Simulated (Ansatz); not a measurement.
F2HOSn, SMILES `[O][SnH]([F])[F]` radical at its PBE0-D4/def2-TZVP geometry, where that method's forces vanish. Charge 0, multiplicity 2. Sn takes the def2 core potential.

```xyz
5

O     1.7669   -0.4667    0.6432
Sn    0.0204    0.0578   -0.0980
F    -0.8948    1.0147    1.2601
F    -1.0112   -1.5255   -0.2615
H     0.1187    0.9197   -1.5438
```

(1) What forces (eV/Å) does ωB97M-V/def2-TZVPP give on these atoms in Ansatz? (An estimate is asked.)

Results:

(1) Ansatz gave: 
```
O1   0.002 -0.001  0.001
Sn2  0.011  0.090 -0.151
F3  -0.007  0.011  0.024
F4  -0.009 -0.026  0.002
H5   0.002 -0.074  0.124
```
